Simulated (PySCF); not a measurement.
PySCF input file for FH₂InS₂, SMILES [F][In]([SH])[SH], B3LYP-D3(BJ)/def2-SVP. Geometry optimised at B3LYP-D3(BJ)/def2-SVP. The def2 effective core potentials stand for the cores of In; spin–orbit coupling is left out. One conformer was computed; it need not be the lowest.

```python
import numpy as np
from pyscf import gto, scf, dft, df
from pyscf.hessian import thermo

mol = gto.M(
    atom='''
    In    0.18761460    0.00573545    0.00000000
    F     2.14927076   -0.13193026    0.00000000
    S    -0.95517206   -2.11258632    0.00000000
    H     0.22165884   -2.78509870    0.00000000
    S    -0.71765377    2.23241540    0.00000000
    H    -1.99299761    1.77416877    0.00000000
    ''',
    basis='def2-SVP',
    ecp={'In': 'def2-svp'},
    charge=0,
    spin=0,
    max_memory=1600,
    verbose=3,
)
mf = dft.RKS(mol, xc='b3lyp').density_fit(auxbasis='def2-universal-jkfit')
mf.disp = 'd3bj'
mf.grids.level = 3
mf.conv_tol = 1e-11
mf.max_cycle = 100
mf.kernel()

# [left out here: the lines that compute and print the analytic Hessian (its translational invariance restored by hand, since the grid's response is missing), thermochemistry and intensities]
```

It prints:

```
converged SCF energy = -1087.43102594369

WARN: DFTD3 does not support analytical Hessian, using finite difference


WARN: Mole.unit (angstrom) is changed to Bohr

Mode                                 0                   1                   2
Irrep
Freq [cm^-1]                       72.4619            103.1959            117.4278
Reduced mass [au]                  13.7908             17.5326             17.4835
Force const [Dyne/A]                0.0427              0.1100              0.1420
Char temp [K]                     104.2565            148.4759            168.9525
Normal mode                   x     y     z       x     y     z       x     y     z
       0  In                -0.04  0.00  0.00   -0.00  0.00 -0.06   -0.00 -0.03 -0.00
       1   F                -0.04 -0.01 -0.00   -0.00 -0.00  0.12    0.01  0.19  0.00
       2   S                 0.09 -0.07 -0.00    0.00 -0.00  0.06   -0.05 -0.01  0.00
       3   H                 0.14  0.03 -0.00    0.00  0.00  0.17   -0.08 -0.06  0.00
       4   S                 0.09  0.05 -0.00   -0.00  0.00  0.07    0.06 -0.01  0.00
       5   H                 0.05  0.15  0.00   -0.00 -0.00 -0.01    0.03  0.06 -0.00
Mode                                 3                   4                   5
Irrep
Freq [cm^-1]                      183.7280            222.0896            320.7616
Reduced mass [au]                   1.0451              1.0795             17.7706
Force const [Dyne/A]                0.0208              0.0314              1.0773
Char temp [K]                     264.3437            319.5375            461.5046
Normal mode                   x     y     z       x     y     z       x     y     z
       0  In                -0.00 -0.00  0.00   -0.00 -0.00  0.01    0.02  0.00 -0.00
       1   F                -0.00  0.00  0.00   -0.00  0.00 -0.04    0.03 -0.00 -0.00
       2   S                 0.00 -0.00 -0.03    0.00  0.00 -0.02   -0.05 -0.11 -0.00
       3   H                 0.00 -0.00  0.62    0.00  0.00  0.74   -0.06 -0.11  0.00
       4   S                 0.00  0.00 -0.02    0.00 -0.00  0.02   -0.04  0.11  0.00
       5   H                 0.00  0.00  0.75    0.00  0.00 -0.61   -0.04  0.09 -0.00
Mode                                 6                   7                   8
Irrep
Freq [cm^-1]                      373.6760            601.9112            673.5634
Reduced mass [au]                  21.8655             20.2323              1.0596
Force const [Dyne/A]                1.7989              4.3188              0.2832
Char temp [K]                     537.6366            866.0163            969.1077
Normal mode                   x     y     z       x     y     z       x     y     z
       0  In                -0.00 -0.05 -0.00    0.03 -0.00  0.00   -0.00  0.00  0.00
       1   F                 0.00 -0.00  0.00   -0.21  0.01 -0.00    0.01 -0.01  0.00
       2   S                 0.05  0.09  0.00    0.00 -0.00 -0.00    0.03  0.01  0.00
       3   H                 0.04  0.08 -0.00   -0.03 -0.05 -0.00   -0.40 -0.73 -0.00
       4   S                -0.04  0.09  0.00   -0.00  0.00 -0.00   -0.00 -0.02 -0.00
       5   H                -0.05  0.11  0.00   -0.00  0.01 -0.00   -0.18  0.47  0.00
Mode                                 9                  10                  11
Irrep
Freq [cm^-1]                      701.0322           2662.6337           2663.0161
Reduced mass [au]                   1.0665              1.0384              1.0384
Force const [Dyne/A]                0.3088              4.3374              4.3388
Char temp [K]                    1008.6293           3830.9371           3831.4872
Normal mode                   x     y     z       x     y     z       x     y     z
       0  In                 0.01  0.00  0.00    0.00 -0.00 -0.00    0.00  0.00  0.00
       1   F                 0.00 -0.00 -0.00   -0.00  0.00  0.00   -0.00 -0.00  0.00
       2   S                -0.02 -0.01 -0.00    0.02 -0.01 -0.00   -0.02  0.01  0.00
       3   H                 0.24  0.43  0.00   -0.62  0.36  0.00    0.58 -0.34 -0.00
       4   S                -0.01 -0.03 -0.00    0.02  0.01  0.00    0.02  0.01  0.00
       5   H                -0.29  0.78  0.00   -0.63 -0.22 -0.00   -0.67 -0.24 -0.00
temperature 298.1500 [K]
pressure 101325.00 [Pa]
Rotational constants [GHz] 3.57690 1.60811 1.10936
Symmetry number 1
Zero-point energy (ZPE) 0.01981 [Eh]   52010.625 [J/mol]
                           tot       elec      trans        rot        vib
Entropy [J/mol/K]       369.905      0.000    174.822    118.457     76.626
Cv [J/mol/K]             89.441      0.000     12.472     12.472     64.498
Cp [J/mol/K]             97.756      0.000     20.786     12.472     64.498
Internal energy [J/mol]                      3718.434   3718.434  63715.814
Internal energy [Eh]   -1087.40393  -1087.43103
Enthalpy [J/mol]                             6197.391   3718.434  63715.814
Enthalpy [Eh]          -1087.40298
Gibbs free energy [J/mol]                  -45925.736 -31599.638  40869.728
Gibbs free energy [Eh] -1087.44499
static polarisability / bohr^3: [[58.849 -1.373  0.   ]
 [-1.374 94.496 -0.   ]
 [ 0.    -0.    39.236]]
largest difference of analytic and finite-field dipole derivatives / e: 0.001606764416818951
mode   freq/cm-1   IR/(km/mol)   Raman/(A^4/amu)   depolarisation
   1       72.46         4.632             3.226            0.679
   2      103.20        11.281             0.138            0.750
   3      117.43        21.845             1.905            0.744
   4      183.73        33.855             0.605            0.750
   5      222.09         2.630             4.976            0.750
   6      320.76         2.302            40.977            0.197
   7      373.68        45.501             3.960            0.746
   8      601.91        58.820             6.489            0.212
   9      673.56         4.202             2.948            0.749
  10      701.03         6.884             5.158            0.729
  11     2662.63         3.741            63.096            0.708
  12     2663.02         0.064           213.208            0.213
max |gradient| / (hartree/bohr): 7.390026253702305e-05
APT charges: [ 1.3334 -0.6415 -0.4065  0.0557 -0.3901  0.049 ]
```

The calculation finished and met its thresholds.
